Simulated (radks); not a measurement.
Problem. The table gives one normalised radial function P(r) = r R(r) of As15+ in [Ar] (r in bohr). Method: scalar-relativistic Kohn-Sham, LDA (Slater exchange, Perdew-Wang correlation), spin-polarised, spherical densities, point nucleus; computed with a radial shooting solver on a logarithmic mesh with Libxc functionals.

r	P
0.001523	0.1885
0.001703	0.2089
0.001905	0.2313
0.002131	0.2559
0.002384	0.2828
0.002666	0.3123
0.002982	0.3444
0.003336	0.3793
0.003731	0.4171
0.004173	0.4579
0.004668	0.5018
0.005179	0.5453
0.005793	0.5950
0.006479	0.6474
0.007247	0.7024
0.008106	0.7594
0.009067	0.8177
0.01014	0.8766
0.01134	0.9350
0.01269	0.9913
0.01419	1.0439
0.01587	1.0906
0.01775	1.1289
0.01986	1.1557
0.02221	1.1678
0.02484	1.1614
0.02779	1.1325
0.03108	1.0770
0.03477	0.9907
0.03889	0.8700
0.04349	0.7119
0.04865	0.5147
0.05398	0.2965
0.06038	0.0257
0.06753	-0.2775
0.07554	-0.6053
0.08449	-0.9464
0.0945	-1.2864
0.1057	-1.6079
0.1182	-1.8923
0.1322	-2.1205
0.1479	-2.2756
0.1654	-2.3447
0.1851	-2.3212
0.207	-2.2068
0.2315	-2.0116
0.259	-1.7540
0.2896	-1.4586
0.324	-1.1525
0.3624	-0.8615
0.4053	-0.6060
0.4533	-0.3988
0.5071	-0.2439
0.5626	-0.1437
0.6293	-0.0746
0.7039	-0.0351
0.7873	-0.0148
0.8806	-0.0055
0.985	-0.0018
1.102	-0.0005
1.232	-0.0001
1.378	0.0000
1.542	0.0000
1.724	0.0000

Which n and l does it have? It may be an empty orbital.

Solution. n = 2, l = 0: the number of nodes gives n - l - 1 = 1, the rise at small r (about r^(l+1)) gives l, and the extent must fit the shell. The curve is that of 2s. 2s: eigenvalue -2004.8 eV, 1 radial node at r = 0.0610 bohr, <r> = 0.202 bohr, 90 % of the charge inside 0.312 bohr.
